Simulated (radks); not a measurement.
Task: Species: V3+. Configuration: [Ar] 3d1.75 4p0.25 (fractional occupations, a model configuration). All-electron calculation, scalar-relativistic Kohn-Sham, PBE, spin-polarised, spherical densities, finite nucleus; open shells are filled with parallel spins first; Fermi nuclear charge, rms radius 3.6002 fm. Program: a radial shooting solver on a logarithmic mesh with Libxc functionals. Some entries of the table are withheld. Estimate them.

orbital,occ.,eigenvalue (hartree),<1/r> (bohr^-1),<r^2> (bohr^2)
1s up,1,-198.4977,22.84,0.005937
1s down,1,-198.4976,22.84,0.005937
2s up,1,-23.53478,4.797,0.1124
2s down,1,-23.50723,4.801,0.1122
2p up,3,-19.87385,4.698,0.09267
2p down,3,-19.85244,4.702,0.09244
3s up,1,-3.92500,1.508,1.002
3s down,1,-3.84778,1.506,1.005
3p up,3,-2.94793,(1),1.141
3p down,3,-2.87177,(2),1.147
3d up,1.75,-1.45769,1.107,1.647
3d down,0,-1.38390,1.101,1.677
4p up,0.25,-0.84674,0.4686,9.038

Result: 
(1) 3p up <1/r> (bohr^-1): 1.386
(2) 3p down <1/r> (bohr^-1): 1.383
